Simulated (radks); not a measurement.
Results of a calculation; reference values are marked as such.
Neutral phosphorus inside a hard spherical wall (all orbitals vanish at R), configuration held at [Ne] 3s2 3p3 and not refilled when levels cross. Level of theory: non-relativistic Kohn-Sham, LDA (Slater exchange, VWN5 correlation), spin-polarised, spherical densities, point nucleus; open shells are filled with parallel spins first (a radial shooting solver on a logarithmic mesh with Libxc functionals). Eigenvalues in eV for spin up, with the zero of energy where the potential of the charges vanishes at infinity; a dash marks a level that is unbound or too diffuse for the functional's potential to be trusted. A positive occupied level is held by the wall or, in an anion where self-interaction has pushed it up, behind a barrier. The pressure on the wall is -dE/dV.

R (bohr) = free: E (hartree) -340.00579; kinetic (hartree) 339.246; e(2s) -171.97; e(2p) -124.32; e(3s) -14.702; e(3p) -6.296; e(4s, empty) -0.400; e(4p, empty) -; pressure (GPa) 0
R (bohr) = 20: E (hartree) -340.00579; kinetic (hartree) 339.246; e(2s) -171.97; e(2p) -124.32; e(3s) -14.702; e(3p) -6.296; e(4s, empty) -0.389; e(4p, empty) 0.414; pressure (GPa) < 0.0001
R (bohr) = 15: E (hartree) -340.00579; kinetic (hartree) 339.246; e(2s) -171.97; e(2p) -124.32; e(3s) -14.702; e(3p) -6.296; e(4s, empty) -0.334; e(4p, empty) 0.698; pressure (GPa) < 0.0001
R (bohr) = 8: E (hartree) -340.00482; kinetic (hartree) 339.256; e(2s) -171.89; e(2p) -124.23; e(3s) -14.642; e(3p) -6.234; e(4s, empty) 1.125; e(4p, empty) 3.552; pressure (GPa) 0.0489
R (bohr) = 6: E (hartree) -339.99056; kinetic (hartree) 339.356; e(2s) -171.21; e(2p) -123.55; e(3s) -14.187; e(3p) -5.731; e(4s, empty) 4.800; e(4p, empty) 8.746; pressure (GPa) 1.37
R (bohr) = 4: E (hartree) -339.73896; kinetic (hartree) 340.566; e(2s) -165.83; e(2p) -118.13; e(3s) -10.542; e(3p) -1.348; e(4s, empty) 23.990; e(4p, empty) 31.032; pressure (GPa) 58.5
R (bohr) = 3: E (hartree) -338.74352; kinetic (hartree) 344.112; e(2s) -155.13; e(2p) -107.31; e(3s) -1.357; e(3p) 9.551; e(4s, empty) 63.504; e(4p, empty) 72.317; pressure (GPa) 534
R (bohr) = 2.5: E (hartree) -337.08126; kinetic (hartree) 349.036; e(2s) -144.26; e(2p) -96.245; e(3s) 11.416; e(3p) 23.984; e(4s, empty) 111.55; e(4p, empty) 120.07; pressure (GPa) 1910
R (bohr) = 2: E (hartree) -332.67200; kinetic (hartree) 360.481; e(2s) -125.87; e(2p) -77.348; e(3s) 42.364; e(3p) 56.906; e(4s, empty) 213.08; e(4p, empty) 217.00; pressure (GPa) 8380
R (bohr) = 1.5: E (hartree) -318.76452; kinetic (hartree) 392.608; e(2s) -90.733; e(2p) -40.233; e(3s) 134.20; e(3p) 146.76; e(4s, empty) 466.73; e(4p, empty) 448.12; pressure (GPa) 51800
